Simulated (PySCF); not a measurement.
V(O)2(OH) (HO3V), SMILES [OH][V](=[O])=[O], multiplicity 1.

Coordinates come from a PBE0-D3(BJ)/def2-SVP optimisation. The geometry has at least one imaginary mode, so it is a saddle point at that level. The multiplicity is an assumed one; other spin states were not compared. One conformer was computed; it need not be the lowest.

Method: TDDFT-PBE/def2-SVPD in PySCF.

Vertical excitations. Isolated molecule, no solvent. State labels are in the subgroup Cs.

```csv
state,symmetry,energy (eV),λ (nm),f,main pairs
S1,A",2.42,512,0.000,HOMO→LUMO 100 %
S2,A",3.26,380,0.003,HOMO−1→LUMO 96 %
S3,A",3.65,339,0.005,HOMO→LUMO+1 96 %
S4,A',3.67,338,0.008,HOMO−2→LUMO 94 %
S5,A',4.11,301,0.004,HOMO−3→LUMO 83 %
S6,A',4.27,290,0.002,HOMO→LUMO+2 91 %
S7,A",4.39,283,0.000,HOMO−1→LUMO+1 99 %
S8,A',4.67,266,0.002,HOMO−4→LUMO 97 %
S9,A",4.80,258,0.002,HOMO−5→LUMO 98 %
S10,A',4.97,249,0.010,"HOMO−2→LUMO+1 58 %, HOMO−1→LUMO+2 27 %, HOMO−3→LUMO+1 11 %"
T1,A",2.29,540,0,HOMO→LUMO 100 %
T2,A",3.07,403,0,HOMO−1→LUMO 98 %
T3,A',3.26,380,0,"HOMO−2→LUMO 81 %, HOMO−3→LUMO 17 %"
T4,A",3.34,372,0,HOMO→LUMO+1 99 %
```
Triplets are in the Tamm–Dancoff approximation, which puts them higher than full response would, so one can lie above its singlet here.
